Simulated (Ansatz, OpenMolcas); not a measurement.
**Si4H10 (SMILES [SiH3][SiH]([SiH3])[SiH3]): methods side by side**

Si4H10: 14 atoms, total charge 0, spin state singlet. SMILES: `[SiH3][SiH]([SiH3])[SiH3]`. The coordinates come from a PBE0-D4/def2-TZVP relaxation.

Each level gives the electronic atomisation energy (eV). The values are calculated. Electronic energies at fixed atoms, without zero-point motion or spin-orbit coupling.

```csv
level,kind,program,value (eV)
revPBE/6-31G* (spherical functions),GGA,Ansatz,39.56
r2SCAN/6-31G* (spherical functions),meta-GGA,OpenMolcas,41.21
PBE0/6-31G* (spherical functions),global hybrid,OpenMolcas,40.56
r2SCAN0/6-31G* (spherical functions),hybrid meta-GGA,Ansatz,41.05
wB97M-V/6-31G* (spherical functions),range-separated hybrid,Ansatz,41.59
PBE-QIDH/6-31G* (spherical functions),double hybrid,Ansatz,39.34
RPA@PBE/6-31G* (spherical functions),RPA,Ansatz,36.11
MP2/6-31G* (spherical functions),perturbation theory,Ansatz,35.84
```

The values span 35.84 to 41.59 eV.
